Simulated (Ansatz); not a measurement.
Born–Oppenheimer molecular dynamics of CH₅BClFOSi (11 atoms, charge 0, multiplicity 1). It goes on from the last frame of an earlier run, with new velocities.

All numbers below come from Ansatz 0.2.0, RKS PBE/STO-3G.

| Item | Value |
| --- | --- |
| ensemble | NVE (Milne-controlled integrator) |
| time step | 0.5 fs |
| steps asked | 400 |
| starting velocities drawn for | 500 K |
| seed | 726446 |

First frame:

```xyz
11
Properties=species:S:1:pos:R:3
O 1.271 0.313 -1.292
B 0.318 -0.044 -0.394
Si 0.807 -0.949 1.268
C -1.203 0.485 -0.649
F -2.177 -0.096 0.157
Cl -1.016 2.380 -0.263
H 0.856 0.852 -2.068
H -0.018 -2.101 1.614
H 0.614 0.030 2.342
H 2.167 -1.389 1.256
H -1.560 0.537 -1.705
```

Task: How far do the bonds stretch over the last three quarters of this one trajectory? (Pairs bonded in most of those frames.)

Result: 
| bond | mean (Å) | spread (Å) | shortest | longest |
| --- | --- | --- | --- | --- |
| O1–B2 | 1.368 | 0.019 | 1.33 | 1.41 |
| O1–H7 | 1.036 | 0.015 | 1.01 | 1.06 |
| B2–Si3 | 1.977 | 0.025 | 1.94 | 2.02 |
| B2–C4 | 1.632 | 0.037 | 1.56 | 1.70 |
| Si3–H8 | 1.458 | 0.028 | 1.41 | 1.51 |
| Si3–H9 | 1.461 | 0.030 | 1.41 | 1.51 |
| Si3–H10 | 1.466 | 0.055 | 1.38 | 1.55 |
| C4–F5 | 1.386 | 0.021 | 1.35 | 1.43 |
| C4–Cl6 | 1.957 | 0.040 | 1.87 | 2.04 |
| C4–H11 | 1.137 | 0.034 | 1.08 | 1.19 |

Mean temperature of the second half: 288 K. The conserved energy stayed within 0.019 meV per atom of its start (net change -0.012 meV per atom), so the integration is sound. The temperature averaged 0.58 of the 500 K drawn at the start: a run that starts near a minimum puts about half its kinetic energy into the potential. A run of 0.2 ps of so small a system gives no equilibrium averages. Limits of this set-up: minimal basis.

Time of the run: 12 min on 1 CPU thread of a shared host.
